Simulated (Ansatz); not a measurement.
A nudged elastic band was laid between two geometries of C$_{2}$H$_{5}$FOSi (10 atoms, charge 0, multiplicity 1).

Method: RKS B3LYP-D4/STO-3G (Ansatz 0.2.0).

- movable images: 1
- climbing image: no
- spring: 5.0 eV/Å²
- optimiser: quadratic models (default)
- start path: through a guess of the saddle point
- force threshold: 0.03 eV/Å
- iteration limit: 60
- end points: relaxed

First end point:

```xyz
10
Properties=species:S:1:pos:R:3
F -1.724 0.387 1.773
Si -0.401 0.983 0.998
C -0.162 0.075 -0.641
C 0.592 -1.237 -0.733
O 1.207 0.008 -1.226
H -0.588 2.398 0.739
H 0.782 0.786 1.813
H -0.956 0.209 -1.402
H 0.299 -1.980 -1.497
H 1.033 -1.680 0.178
```

Last end point:

```xyz
10
Properties=species:S:1:pos:R:3
F -1.613 0.552 1.938
Si -0.364 0.951 0.945
C -0.323 -0.277 -0.501
C 0.274 -1.731 -0.493
O 1.090 -0.399 -1.102
H -0.551 2.309 0.461
H 0.898 0.856 1.653
H -1.057 -0.074 -1.306
H 0.920 -0.506 -2.109
H 0.809 -1.733 0.519
```

Task: What changes between the two ends?

Result: Bonds broken: C4–H9. Bonds formed: O5–H9.

Task: What energy profile does the band end with?

Result: The run converged. The highest image is number 2 of 0 to 2, 3.64 eV above the first end and 0.00 eV above the last; the last end lies 3.64 eV above the first. The highest image is an end point: on this band no image between the ends rises above it. So few images can step over the top or miss a turn of the path. The orbitals stay closed-shell, which can raise the energy where a bond breaks towards radicals; this wasn't checked here. Limits of this set-up: minimal basis.

| image | path coordinate (Å) | energy (eV) | C4–H9 (Å) | O5–H9 (Å) |
| --- | --- | --- | --- | --- |
| 0 | 0.00 | 0.00 | 1.11 | 2.20 |
| 1 | 1.14 | 2.16 | 1.15 | 1.65 |
| 2 | 2.28 | 3.64 | 2.13 | 1.03 |

The run took 15 s on 1 thread of Arm Neoverse V2, with other jobs on the host, peak memory 0.098 GiB.
